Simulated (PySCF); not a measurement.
**Simulated absorption spectrum**

C5H5FO.
SMILES: `O=C1C=CC[C@@H]1F`

Computed, not measured: TDDFT CAM-B3LYP/def2-SVPD, vertical, gas phase, core orbitals frozen in the response (PySCF 2.14.0, density-fitted response routines). Isolated species at its GFN2-xTB geometry, gas phase.

Broadening: Gaussians 0.3 eV wide at half height, area fixed by f = 4.319×10⁻⁹ ∫ε dν̃. The width is an assumption, not a result. The curve ends short of the highest state used, and states not computed would add to its high-energy end.

E (eV), ε (L mol⁻¹ cm⁻¹) and a bar:
```
     3.31          0 
     3.41          1 
     3.50          3 
     3.59         10 
     3.69         22 
     3.78         26 
     3.87         18 
     3.97          7 
     4.06          2 
     4.16          0 
     4.25          0 
     4.34          0 
     4.44          0 
     4.53          0 
     4.62          0 
     4.72          0 
     4.81          0 
     4.90          0 
     5.00          0 
     5.09          0 
     5.19          0 
     5.28          0 
     5.37          0 
     5.47          1 
     5.56         18 
     5.65        204 
     5.75       1710 ##
     5.84       6835 ########
     5.93      16589 ####################
     6.03      24745 ##############################
     6.12      20941 #########################
     6.21      10759 #############
     6.31       2859 ###
     6.40        513 #
     6.50         49 
     6.59         42 
     6.68        143 
     6.78        346 
     6.87        491 #
     6.96        512 #
     7.06        432 #
     7.15        306 
     7.24        228 
     7.34        452 #
```

Task: Locate the maxima and give the states behind the curve.

Result: 329 nm (3.76 eV), ε about 26, made up of S1 (100%); 205 nm (6.04 eV), ε about 25000, made up of S2 (100%); 179 nm (6.93 eV), ε about 520, made up of S3 (70%) and S4 (30%) (ε in L mol⁻¹ cm⁻¹; maxima over ε = 5, shares over 10%). At its high-energy end, 7.34 eV, the curve is still rising (ε about 450, from S5). The states used: S1 3.76 eV (f 0.0003); S2 6.04 eV (f 0.277); S3 6.87 eV (f 0.0046); S4 7.08 eV (f 0.0034); S5 7.54 eV (f 0.015); S6 7.63 eV (f 0.0027); S7 7.90 eV (f 0.013); S8 7.94 eV (f 0.0016).

Task: What would ε be at 6.04 eV, the highest of these maxima, with half the width (0.15 eV)?

Result: About 49700 L mol⁻¹ cm⁻¹ against 24900, a factor of about 1.99; a lone state at its own centre would give exactly 2.

Task: Coming from long wavelengths, where does ε first pass 100 L mol⁻¹ cm⁻¹?

Result: At about 221 nm (5.62 eV), 1.86 eV above S1.

Task: On this curve, what absorbance would a 10⁻³ mol/L sample give at 193 nm over a 1 cm path?

Result: 193 nm is 6.424 eV, where ε is about 300 L mol⁻¹ cm⁻¹, so A = ε c l ≈ 0.3 (Beer–Lambert, with the gas-phase spectrum and the assumed width).
